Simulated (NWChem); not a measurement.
System: KCl; SMILES [Cl][K]

Parts of the log:

```
             Northwest Computational Chemistry Package (NWChem) 7.3.0
             --------------------------------------------------------

                             Geometry "geometry" -> ""
                             -------------------------

 Output coordinates in angstroms (scale by  1.889725989 to convert to a.u.)

  No.       Tag          Charge          X              Y              Z
 ---- ---------------- ---------- -------------- -------------- --------------
    1 K                   19.0000     0.00000000     0.00000000    -1.25554800
    2 Cl                  17.0000     0.00000000     0.00000000     1.39882500

 Effective nuclear repulsion energy (a.u.)      64.3934561672

                              NWChem Property Module
                              ----------------------

  itol2e modified to match energy
  convergence criterion.

                                 NWChem DFT Module
                                 -----------------

 Summary of "ao basis" -> "ao basis" (spherical)
 ------------------------------------------------------------------------------
       Tag                 Description            Shells   Functions and Types
 ---------------- ------------------------------  ------  ---------------------
 K                        x2c-svpall-s              11       27   5s4p2d
 Cl                       x2c-svpall-s               9       21   4s4p1d

  itol2e modified to match energy
  convergence criterion.

            General Information
            -------------------
          SCF calculation type: DFT
          Wavefunction type:  closed shell.
          No. of atoms     :     2
          No. of electrons :    36
           Alpha electrons :    18
            Beta electrons :    18
          Charge           :     0
          Spin multiplicity:     1
          Use of symmetry is: off; symmetry adaption is: off
          Maximum number of iterations: 150
          AO basis - number of functions:    48
                     number of shells:    20
          Convergence on energy requested:  1.00D-07
          Convergence on density requested:  1.00D-05
          Convergence on gradient requested:  5.00D-04

              XC Information
              --------------
                         PBE0 Method XC Functional
                     Hartree-Fock (Exact) Exchange  0.250
          PerdewBurkeErnzerhof Exchange Functional  0.750
            Perdew 1991 LDA Correlation Functional  1.000 local
           PerdewBurkeErnz. Correlation Functional  1.000 non-local

             Grid Information
             ----------------
          Grid used for XC integration:  fine
          Radial quadrature: Mura-Knowles
          Angular quadrature: Lebedev.
          Tag              B.-S. Rad. Rad. Pts. Rad. Cut. Ang. Pts.
          ---              ---------- --------- --------- ---------
          K                   2.20      140          15.0       974
          Cl                  1.00      123          11.0       770
          Grid pruning is: on
          Number of quadrature shells:   263
          Spatial weights used:  Erf1

      Superposition of Atomic Density Guess
      -------------------------------------

 Sum of atomic energies:       -1057.79175196
          Performing ZORA calculations
          ----------------------------

       Generating atomic ZORA corrections
       ----------------------------------

      Superposition of Atomic Density Guess
      -------------------------------------

 Sum of atomic energies:       -1057.79175196

      Non-variational initial energy
      ------------------------------

 Total energy =   -1057.655050
 1-e energy   =   -1586.788658
 2-e energy   =     464.740152
 HOMO         =      -0.443673
 LUMO         =      -0.047138

   convergence    iter        energy       DeltaE   RMS-Dens  Diis-err
 ---------------- ----- ----------------- --------- --------- ---------
 d= 0,ls=0.0,diis     1  -1065.1083891277 -1.13D+03  2.75D-02  8.10D-01
 d= 0,ls=0.0,diis     2  -1065.1175020071 -9.11D-03  1.86D-02  2.05D-01
 d= 0,ls=0.0,diis     3  -1065.1412695497 -2.38D-02  5.00D-03  6.35D-02
 d= 0,ls=0.0,diis     4  -1065.1485828080 -7.31D-03  3.97D-04  1.98D-04
 d= 0,ls=0.0,diis     5  -1065.1486168128 -3.40D-05  4.14D-05  2.00D-06
 d= 0,ls=0.0,diis     6  -1065.1486171963 -3.84D-07  1.30D-05  2.77D-07
 d= 0,ls=0.0,diis     7  -1065.1486172421 -4.57D-08  2.88D-06  4.00D-09

      Commencing ZORA Property Calculations
      -------------------------------------

(nogshift,skip_gshiftAOev,done_Fji)=( 1,F,T)

         Total DFT energy =    -1065.148617242074
      One electron energy =    -1597.599505503136
           Coulomb energy =      529.946226416436
    Exchange-Corr. energy =      -61.888794322575
 Nuclear repulsion energy =       64.393456167201

       Scaling correction =        2.072517508557

 Numeric. integr. density =       36.000000029614

                       DFT Final Molecular Orbital Analysis
                       ------------------------------------

 Vector   16  Occ=2.000000D+00  E=-2.122611D-01
              MO Center=  4.7D-10,  1.3D-09,  1.3D+00, r^2= 1.6D+00
   Bfn.  Coefficient  Atom+Function         Bfn.  Coefficient  Atom+Function
  ----- ------------  ---------------      ----- ------------  ---------------
    43      0.657284  2 Cl pz                40      0.434268  2 Cl pz
     4     -0.280299  1 K  s                 37      0.213462  2 Cl pz
     5      0.146175  1 K  s                 14      0.145537  1 K  pz
     3      0.140694  1 K  s                 34     -0.077005  2 Cl pz
    31      0.052276  2 Cl s                 20     -0.051331  1 K  d  0

 Vector   17  Occ=2.000000D+00  E=-2.041586D-01
              MO Center= -1.1D-09, -1.1D-09,  1.3D+00, r^2= 1.4D+00
   Bfn.  Coefficient  Atom+Function         Bfn.  Coefficient  Atom+Function
  ----- ------------  ---------------      ----- ------------  ---------------
    41      0.464539  2 Cl px                42      0.449851  2 Cl py
    38      0.314892  2 Cl px                39      0.304936  2 Cl py
    35      0.153785  2 Cl px                36      0.148923  2 Cl py
    15      0.079769  1 K  px                16      0.077247  1 K  py
    26     -0.059135  1 K  d  1              24      0.057265  1 K  d -1

 Vector   18  Occ=2.000000D+00  E=-2.041586D-01
              MO Center=  1.2D-09, -1.2D-09,  1.3D+00, r^2= 1.4D+00
   Bfn.  Coefficient  Atom+Function         Bfn.  Coefficient  Atom+Function
  ----- ------------  ---------------      ----- ------------  ---------------
    42     -0.464539  2 Cl py                41      0.449851  2 Cl px
    39     -0.314892  2 Cl py                38      0.304936  2 Cl px
    36     -0.153785  2 Cl py                35      0.148923  2 Cl px
    16     -0.079769  1 K  py                15      0.077247  1 K  px
    24     -0.059135  1 K  d -1              26     -0.057265  1 K  d  1

 Vector   19  Occ=0.000000D+00  E=-4.952174D-02
              MO Center=  4.3D-10, -4.6D-09, -2.4D+00, r^2= 8.4D+00
   Bfn.  Coefficient  Atom+Function         Bfn.  Coefficient  Atom+Function
  ----- ------------  ---------------      ----- ------------  ---------------
     4      0.719452  1 K  s                 17     -0.417677  1 K  pz
     3     -0.317720  1 K  s                  5      0.265559  1 K  s
    14      0.144093  1 K  pz                43      0.090783  2 Cl pz
    40      0.065108  2 Cl pz                 2      0.058647  1 K  s
    30     -0.054127  2 Cl s                 29      0.031037  2 Cl s

 Vector   20  Occ=0.000000D+00  E= 2.064990D-02
              MO Center= -1.9D-09, -2.4D-09, -1.6D+00, r^2= 8.5D+00
   Bfn.  Coefficient  Atom+Function         Bfn.  Coefficient  Atom+Function
  ----- ------------  ---------------      ----- ------------  ---------------
    16      0.836740  1 K  py                15      0.578557  1 K  px
    13     -0.227772  1 K  py                12     -0.157491  1 K  px
    24     -0.151394  1 K  d -1              42     -0.115766  2 Cl py
    26      0.104680  1 K  d  1              41     -0.080045  2 Cl px
    39     -0.055681  2 Cl py                 7      0.046928  1 K  py

 Vector   21  Occ=0.000000D+00  E= 2.064990D-02
              MO Center=  1.5D-08, -1.0D-08, -1.6D+00, r^2= 8.5D+00
   Bfn.  Coefficient  Atom+Function         Bfn.  Coefficient  Atom+Function
  ----- ------------  ---------------      ----- ------------  ---------------
    15      0.836740  1 K  px                16     -0.578557  1 K  py
    12     -0.227772  1 K  px                13      0.157491  1 K  py
    26      0.151394  1 K  d  1              41     -0.115766  2 Cl px
    24      0.104680  1 K  d -1              42      0.080045  2 Cl py
    38     -0.055681  2 Cl px                 6      0.046928  1 K  px

     Multipole analysis of the density
     ---------------------------------

     L   x y z        total         alpha         beta         nuclear
     -   - - -        -----         -----         ----         -------
     0   0 0 0     -0.000000    -18.000000    -18.000000     36.000000

     1   1 0 0     -0.000000     -0.000000     -0.000000      0.000000
     1   0 1 0      0.000000      0.000000      0.000000      0.000000
     1   0 0 1     -3.762295     -1.809917     -1.809917     -0.142461

     2   2 0 0    -18.631292     -9.315646     -9.315646      0.000000
     2   1 1 0     -0.000000     -0.000000     -0.000000      0.000000
     2   1 0 1     -0.000000     -0.000000     -0.000000      0.000000
     2   0 2 0    -18.631292     -9.315646     -9.315646      0.000000
     2   0 1 1      0.000000      0.000000      0.000000      0.000000
     2   0 0 2    -17.492068   -121.619714   -121.619714    225.747360

            Scalar ZORA NMR Shielding
            -------------------------

          -----------------------------------------
          Chemical Shielding Tensors (GIAO, in ppm)
          -----------------------------------------

                                NWChem CPHF Module
                                ------------------

  scftype          =     RHF
  nclosed          =       18
  nopen            =        0
  variables        =      540
  # of vectors     =        3
  tolerance        = 0.10D-03
  level shift      = 0.00D+00
  max iterations   =       50
  max subspace     =       30

 SCF residual:    1.2850855600471205E-005

Iterative solution of linear equations
  No. of variables      540
  No. of equations        3
  Maximum subspace       30
        Iterations       50
       Convergence  1.0D-04

   iter   nsub   residual    time
   ----  ------  --------  ---------
     1      3    2.46D-01      18.8
     2      6    1.24D-02      20.0
     3      9    9.13D-04      20.9
     4     12    4.40D-05      22.2

      Atom:    1  K
        Diamagnetic
   1325.6994      0.0000     -0.0000
      0.0000   1325.6994      0.0000
     -0.0000      0.0000   1329.5962

        Paramagnetic
    -85.7633     -0.0000     -0.0000
     -0.0000    -85.7633      0.0000
     -0.0000      0.0000      1.3006

        Total Shielding Tensor
   1239.9361     -0.0000     -0.0000
     -0.0000   1239.9361      0.0000
     -0.0000      0.0000   1330.8968

           isotropic =    1270.2564
          anisotropy =      90.9606

          Principal Components and Axis System
                 1           2           3
             1330.8968   1239.9361   1239.9361

      1        -0.0000     -0.6411      0.7675
      2         0.0000      0.7675      0.6411
      3         1.0000     -0.0000     -0.0000

      Atom:    2  Cl
        Diamagnetic
   1145.3176     -0.0000     -0.0000
     -0.0000   1145.3176      0.0000
     -0.0000      0.0000   1151.2114

        Paramagnetic
   -189.0867     -0.0000      0.0000
     -0.0000   -189.0867     -0.0000
      0.0000     -0.0000      1.1668

        Total Shielding Tensor
    956.2309     -0.0000      0.0000
     -0.0000    956.2309      0.0000
      0.0000      0.0000   1152.3782

           isotropic =    1021.6133
          anisotropy =     196.1474

          Principal Components and Axis System
                 1           2           3
             1152.3782    956.2309    956.2309

      1         0.0000      0.7106      0.7036
      2         0.0000     -0.7036      0.7106
      3         1.0000     -0.0000     -0.0000
```

Level: PBE0/x2c-SVPall-s, scalar ZORA without spin-orbit coupling, GIAO. Structure relaxed at the PBE0/def2-SVP level. The printed shielding anisotropy is the first printed principal value minus the mean of the other two.

### Question
Which NWChem input produces such a log?

### Answer
One answer among several that fit: the input that was run:
```
start job
memory heap 200 mb stack 900 mb global 1100 mb
geometry units angstroms noautosym nocenter noautoz
  K      0.000000     0.000000    -1.255548
  Cl     0.000000     0.000000     1.398825
end
basis spherical bse
  K library x2c-svpall-s
  Cl library x2c-svpall-s
end
relativistic
  zora on
  zora:cutoff 1d-30
end
dft
  xc pbe0
  grid fine
  iterations 150
end
property
  shielding
end
task dft property
```
